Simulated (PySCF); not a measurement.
C₃H₂F₆O, SMILES C(F)(F)(F)C(O)C(F)(F)F.

Geometry: B3LYP-D3(BJ)/def2-SVP. The values are those of a single conformer.

Calculation: B3LYP-D3(BJ)/def2-SVP in PySCF.

Frequencies are harmonic and unscaled.

Computed normal modes with their intensities:
| mode | ν (cm⁻¹) | IR (km/mol) | moving atoms (share of kinetic energy) |
|---|---|---|---|
| 1 | 40 | 0.0 | F 99 % |
| 2 | 89 | 0.9 | F 63 %, O 31 % |
| 3 | 159 | 1.8 | F 86 %, C 8 % |
| 4 | 232 | 0.5 | F 62 %, O 26 % |
| 5 | 260 | 8.1 | F 53 %, O 32 %, H 11 % |
| 6 | 295 | 30.7 | F 71 %, H 22 % |
| 7 | 313 | 87.8 | H 52 %, F 42 % |
| 8 | 333 | 4.3 | F 89 % |
| 9 | 362 | 16.2 | F 49 %, O 37 %, H 11 % |
| 10 | 467 | 3.4 | F 65 %, O 24 %, C 9 % |
| 11 | 520 | 11.4 | F 85 %, C 13 % |
| 12 | 540 | 4.5 | F 90 %, C 10 % |
| 13 | 555 | 1.1 | F 88 %, C 10 % |
| 14 | 617 | 0.7 | F 67 %, O 20 %, C 10 % |
| 15 | 688 | 43.6 | F 64 %, C 29 % |
| 16 | 744 | 21.9 | F 73 %, C 22 % |
| 17 | 866 | 33.1 | C 47 %, F 43 %, H 9 % |
| 18 | 904 | 37.1 | F 48 %, C 33 %, H 19 % |
| 19 | 1127 | 158.8 | C 47 %, H 31 %, F 22 % |
| 20 | 1174 | 115.1 | C 53 %, O 33 %, H 10 % |
| 21 | 1196 | 94.4 | C 62 %, H 18 %, F 18 % |
| 22 | 1224 | 345.8 | C 47 %, H 35 %, F 14 % |
| 23 | 1254 | 160.9 | C 78 %, F 18 % |
| 24 | 1268 | 247.7 | C 68 %, F 15 %, H 15 % |
| 25 | 1317 | 33.5 | C 53 %, H 37 %, F 9 % |
| 26 | 1332 | 311.9 | C 73 %, F 14 %, H 12 % |
| 27 | 1397 | 49.6 | C 49 %, H 48 % |
| 28 | 1460 | 68.3 | C 55 %, H 40 % |
| 29 | 3021 | 18.5 | H 92 % |
| 30 | 3822 | 75.2 | H 94 % |
